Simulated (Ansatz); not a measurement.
`O[SiH](Cl)[SiH2]F` + `N[SiH](O)Cl` → `O[Si@@H](Cl)N[Si@@H](O)Cl` + `F[SiH3]`  (cleavage of the Si–Si bond)

Program: Ansatz. Geometries: PBE0-D4/def2-TZVP. ΔE: electronic, gas phase. CCSD(T)/CBS is the MP2 limit (def2-TZVPP, def2-QZVPP) plus CCSD(T) − MP2 in def2-TZVPP, frozen cores. This one scheme is used for every species. DFT in def2-TZVPP. B3LYP here is the variant with VWN-RPA as its local correlation; programs differ in this. Each species was taken in one conformer, which may not be the lowest.

**Question.** Is it downhill or uphill in electronic energy at CCSD(T)/CBS, and by how much? (Best estimate.)

**Answer.** Computed: Downhill: ΔE = -99.6 kJ/mol.

**Question.** What do these levels give: B3LYP-D4, PBE0, SCS-MP2/def2-TZVPP, CCSD(T)/def2-TZVPP, MP2/def2-QZVPP, HF/CBS(def2)? (Estimate.)

**Answer.** Ansatz gave: B3LYP-D4 -95.6, PBE0 -81.1, SCS-MP2/def2-TZVPP -108.9, CCSD(T)/def2-TZVPP -102.6, MP2/def2-QZVPP -108.7, HF/CBS(def2) -109.6 kJ/mol.

Largest T1 diagnostic among the species: 0.012.

The D4 term adds −7.7 kJ/mol with B3LYP and −4.5 kJ/mol with PBE0; it sums over pairs of atoms, weighted by their polarisabilities, and B3LYP, whose exchange is more repulsive, gets the larger term. From PBE to PBE0 (25 % exact exchange), in def2-TZVPP and without D4, ΔE moves by −9.4 kJ/mol.
